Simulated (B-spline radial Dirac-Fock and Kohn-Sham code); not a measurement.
ΔSCF core binding energies without Breit or QED terms, calculated with an atomic code on a B-spline grid.

A sound run for atomic nickel in the configuration [Ar] 3d8 4s2: The ground state converged in 11 iterations, with total energy -1519.30571 Ha, virial ratio 1.98350 and highest orbital energy -7.66 eV. ΔSCF binding energies: K (1s) 8360.1 eV, L3 (2p3/2) 869.8 eV. Holes are computed only in closed shells, and unreliable hole states are left out.

A second run, with one unsound setting: The ground state converged in 10 iterations, with total energy -1519.20567 Ha, virial ratio 1.98313 and highest orbital energy -5.60 eV. ΔSCF binding energies: K (1s) 8358.4 eV, L3 (2p3/2) 868.1 eV. Holes are computed only in closed shells, and unreliable hole states are left out.

```
iter   energy (Ha)        error
   1    -1518.00372172  1.03e+00
   2    -1518.37897605  2.18e-01
   3    -1519.20421733  2.32e-02
   4    -1519.20548090  9.94e-03
   5    -1519.20566401  6.23e-04
   6    -1519.20566980  2.50e-04
   7    -1519.20567086  1.53e-04
   8    -1519.20567135  2.25e-05
   9    -1519.20567136  2.39e-06
  10    -1519.20567136  1.97e-07
```

Question: Which fault fits the second run best?
A. tolerance below the noise
B. box too small
C. overfilled shell
D. speed of light below Z

Answer: B. The input had rmax = 5.0: rmax squeezes the outer orbitals.
